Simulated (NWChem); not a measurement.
MoOCl3 cation; SMILES [O]=[Mo+]([Cl])([Cl])[Cl]

All runs: NWChem. All runs use the structure optimised with PBE0/def2-SVP. The spin multiplicity was typed, not searched, and may not be the lowest. def2 effective core potentials on Mo; no spin-orbit coupling. Vertical excitations in the gas phase.

### Question
Predict the results for Hartree-Fock/def2-SVP, TDHF. Quantities: lowest excitation, singlet (eV); orbital gap (eV).

### Answer
```yaml
lowest excitation, singlet (eV): 4.64
orbital gap (eV): 11.34
```
